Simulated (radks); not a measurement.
Species: Rh2+. Configuration: [Kr] 4d7.

Method: Dirac Kohn-Sham, SOGGA, spin-unpolarised, spherical densities, point nucleus; open shells fill j = l - 1/2 first; computed with a radial shooting solver on a logarithmic mesh with Libxc functionals.

Energy parts (eV):
| part | energy |
|---|---|
| total | -130106.850 |
| kinetic | 135642.158 |
| electron-nucleus | -314190.765 |
| Hartree | 52127.849 |
| exchange-correlation | -3686.092 |

Orbitals (lengths in bohr, moments of r in powers of bohr; <r^-3> diverges for s and p1/2):
orbital	occ.	eigenvalue (eV)	<r^-3>
1s1/2	2	-23033.64	-
2s1/2	2	-3356.517	-
2p1/2	2	-3109.755	-
2p3/2	4	-2965.266	3019
3s1/2	2	-616.7454	-
3p1/2	2	-520.1602	-
3p3/2	4	-495.2976	527.4
3d3/2	4	-324.1410	79.60
3d5/2	6	-319.2363	75.33
4s1/2	2	-103.1181	-
4p1/2	2	-73.6891	-
4p3/2	4	-69.7415	83.75
4d3/2	4	-25.8385	7.451
4d5/2	3	-25.3925	6.981

The highest occupied level is 4d5/2 at -25.392 eV. For comparison, the ionisation energy in NIST's Atomic Spectra Database is 31.060 eV (semi-empirical). In exact Kohn-Sham theory the highest level is minus the ionisation energy, but local and semilocal functionals leave it too shallow, through self-interaction and a potential that decays too fast; potentials with the right tail come closer.

Beside tabulated values, note that spin-unpolarised runs miss the spin-polarisation part of the exchange energy of open shells.
